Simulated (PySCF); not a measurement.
Species: C7H11ClSi.
Cartesian coordinates in Å at the GFN2-xTB level; atoms count from 1:
```
atom  x, y, z in Å
C1     0.0940   -2.4753    0.8668
C2    -1.0517   -1.7971    0.1288
C3    -1.2986   -0.3527    0.5935
C4    -0.3446    0.6299   -0.0072
C5    -0.6959    1.4729   -0.9945
C6     0.3058    2.4018   -1.4844
C7     1.4891    2.3320   -0.8623
Cl8    2.8277    3.3286   -1.2709
Si9    1.4577    0.9713    0.4621
H10    1.0253   -1.9387    0.7130
H11   -0.1100   -2.5104    1.9348
H12    0.2208   -3.4952    0.5103
H13   -0.8503   -1.7962   -0.9443
H14   -1.9647   -2.3735    0.2943
H15   -2.3167   -0.0674    0.3129
H16   -1.2278   -0.3188    1.6833
H17   -1.6863    1.4949   -1.4292
H18    0.0709    3.0870   -2.2849
H19    2.4260   -0.0729    0.1315
H20    1.6242    1.4906    1.8173
```

NICS = −σ at a ghost point: NICS(0) at the centroid of the ring atoms, NICS(1) 1 Å to either side along the normal of their mean plane, zz for the tensor component along that normal. Level: GIAO PBE0/pcSseg-1 (PySCF, non-relativistic, gas phase) on the GFN2-xTB geometry, one conformer.

Ring bond lengths (Å), with Mayer bond orders in brackets: C4–C5 1.345 (1.80), C5–C6 1.451 (1.10), C6–C7 1.339 (1.75), C7–Si9 1.899 (0.79), Si9–C4 1.893 (0.86).

Give the NICS values of each ring in ppm.

```csv
ring,type,NICS(0),"NICS(1), two faces","NICS(1)zz, two faces",rms pucker (Å),"centre to ring atoms, mean (Å)"
C4–C5–C6–C7–Si9,"5-membered ring with Si; formal bonds 2 double, 3 single",1.2,-1.1 / -1.0,4.1 / 5.0,0.01,1.34
```

What do they say, and how far can they be read as aromaticity?

- C4–C5–C6–C7–Si9: mean NICS(1)zz 4.6 ppm, deshielded. Si9 has four or more neighbours; no verdict on aromaticity is drawn.

What field does 9.4 T along the ring normal induce along that normal at the second NICS(1) probe listed for ring C4–C5–C6–C7–Si9, 1 Å off the ring?

NICSzz × B0 = 5.0 ppm × 9.4 T = 47 μT, along the applied field.

How shielded are the nuclei of the rings and their hydrogens (means over atoms taken as equivalent)?

```tsv
atoms	environment	σ isotropic (ppm)
C4	fully substituted alkene carbon	36.2
C5	alkene CH carbon	36.7
C6	alkene CH carbon	36.3
C7	vinylic C–Cl carbon	36.9
Si9	SiH2 silicon	396.1
H17	vinylic hydrogen	24.93
H18	vinylic hydrogen	24.85
H19 (×2)	Si–H hydrogen	27.15
```
